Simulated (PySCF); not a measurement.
Below is a simulated gas-phase P 2p photoelectron spectrum of Cu(PH3)H (`[H][Cu]<-[PH3]`).

Every computed line was given a Gaussian of 0.5 eV full width at half maximum and an area set by the number of equivalent atoms (split 2:1 within a doublet); the highest printed point is 100. The calculation used delta-SCF UKS SCAN, pcX-2 on the ionised atom (unc-x2c-TZVPall on a metal), pcseg-1 elsewhere, spin-free X2C (PySCF).

(binding energy (eV), intensity): (137.4, 0), (137.5, 2), (137.6, 6), (137.7, 15), (137.8, 34), (137.9, 61), (138.0, 87), (138.1, 100), (138.2, 92), (138.3, 67), (138.4, 40), (138.5, 22), (138.6, 15), (138.7, 20), (138.8, 32), (138.9, 45), (139.0, 50), (139.1, 45), (139.2, 32), (139.3, 19), (139.4, 9), (139.5, 3), (139.6, 1), (139.7, 0)

Task: How many maxima does the curve show, and how many computed lines lie under it?

Result: The curve has 2 maxima (at 138.1 and 139.0 eV). Under it lie 2 lines from 1 inequivalent phosphorus site, drawn as a 2p3/2, 2p1/2 pair.

Task: Decompose the envelope and assign each component. Bonds: Cu1–P2. Hydrogens: H6 on Cu1; H3, H4, H5 on P2.

Result: 
```csv
position (eV),relative area,line,atoms,environment
138.11,0.67,P 2p3/2,P2,phosphorus bonded to Cu and 3 H
139.00,0.33,P 2p1/2,P2,phosphorus bonded to Cu and 3 H
```

Task: What are the centre and the root-mean-square width of the whole band?

Result: The area-weighted mean of the lines is 138.41 eV. Their own spread about it is 0.42 eV (rms) and each Gaussian has σ = 0.5/2.355 = 0.21 eV; the variances add, which gives 0.47 eV.

The curve has no shake-up lines and no vibrational structure. For 2p shells one spin-free hole was relaxed; a mean-field spin–orbit operator and the ground-state splitting of the three 2p orbitals were then diagonalised within the shell. The shell's mean is (2 × 2p3/2 + 2p1/2)/3, and the degeneracies 2j + 1 give areas of 2:1. 2p1/2 minus 2p3/2 (ligand field included): P 0.89 eV. Isolated species at its PBE0-D3(BJ)/def2-SVP geometry, gas phase. Metal 2p energies of this one-determinant scheme are less reliable than its 1s energies.

Time: 11 s wall. Hardware: an Arm Neoverse V1 with one thread, on a shared host.
